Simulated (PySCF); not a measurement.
# Correlation energy of Ge (germanium, neutral)

[Ar] 3d10 4s2 4p2, high-spin 3P determinant. All numbers are calculated (PySCF 2.14, scalar relativity through the core potential, in cc-pVTZ-PP with ECP10MDF (5s4p3d1f, 39 functions)). Frozen: 3s2 3p6 3d10; 4 electrons correlated.

MP2 pair energies summed by pair of shells (mhartree):

| pair | energy | share (%) |
| --- | --- | --- |
| 4s-4p | -30.03 | 59.9 |
| 4s-4s | -15.33 | 30.6 |
| 4p-4p | -4.79 | 9.5 |

Total MP2 correlation energy: -50.15 mhartree.

Same-spin part -8.68 and opposite-spin part -41.47 mhartree; SCS-MP2 scales them by 1/3 and 6/5 to -52.66 mhartree.

```csv
level,correlation energy (mhartree)
CCSD,-64.83
(T),-1.80
CCSD(T),-66.63
```

Diagnostics: T1 = 0.0092, D1 = 0.0240, largest double amplitude 0.084.

Question: Is a single reference adequate?

Answer: Mostly. T1 lies below 0.03, but a double amplitude of this size points to a near-degeneracy that CCSD handles and MP2 describes poorly.
